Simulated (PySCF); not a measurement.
**Te³⁹⁺: fine-structure interval**

Te³⁹⁺ [Ne] 3s2 3p1 [3p1/2^1, M_J = 1/2] → Te³⁹⁺ [Ne] 3s2 3p1 [3p3/2^1, M_J = 3/2], as a difference of total energies. Computed with PySCF 2.14 in an uncontracted even-tempered set (18 s from 8.1 bohr⁻², ratio 2.4; 14 p from 11 bohr⁻², ratio 2.4; 4 d from 36 bohr⁻², ratio 2.6; 4 f from 54 bohr⁻², ratio 2.6), with the two-component X2C-1e Hamiltonian. Correlated levels: 1s2 frozen; the 54 highest virtual spinors dropped. "Screened" scales the spin-orbit matrix elements by Boettger's factors to mimic the two-electron term; Breit and QED terms are absent.

```csv
method,fine-structure interval (cm⁻¹)
GHF (screened spin-orbit),574060
GMP2 (screened spin-orbit),571080
GHF (bare spin-orbit),598060
```
